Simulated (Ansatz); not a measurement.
CH9NOSi2 (`C[SiH](N)[SiH2]O`) from Hartree–Fock to CCSD(T)

```xyz
14

C     1.006   -0.912    1.379
Si    0.337   -0.613   -0.341
N    -1.371   -0.982   -0.294
Si    0.263    1.672   -0.887
O    -1.184    2.159   -0.241
H     2.070   -0.666    1.422
H     0.486   -0.293    2.114
H     0.894   -1.961    1.669
H     1.115   -1.448   -1.309
H    -1.876   -1.007   -1.168
H    -1.667   -1.757    0.282
H     0.294    1.930   -2.357
H     1.363    2.474   -0.283
H    -1.729    1.404    0.014
```

Total charge 0; spin multiplicity 1. The structure was optimised at the PBE0-D4/def2-TZVP level. It is one conformer, not always the lowest. Frozen core, restricted reference, Ansatz. CBS rows extrapolate triple and quadruple zeta; past MP2 they add the triple-zeta difference.

| basis | HF (Eh) | MP2 corr. | CCSD corr. | (T) | CCSD(T) total |
| --- | --- | --- | --- | --- | --- |
| def2-SVP | -750.04121 | -0.70352 | -0.76664 | -0.01943 | -750.82728 |
| def2-TZVPP | -750.46494 | -0.88680 | -0.94139 | -0.03468 | -751.44101 |
| def2-QZVPP | -750.49164 | -0.95260 | – | – | – |
| CBS(def2) | -750.49532 | -1.00135 | -1.05594 | as TZ | -751.58594 |
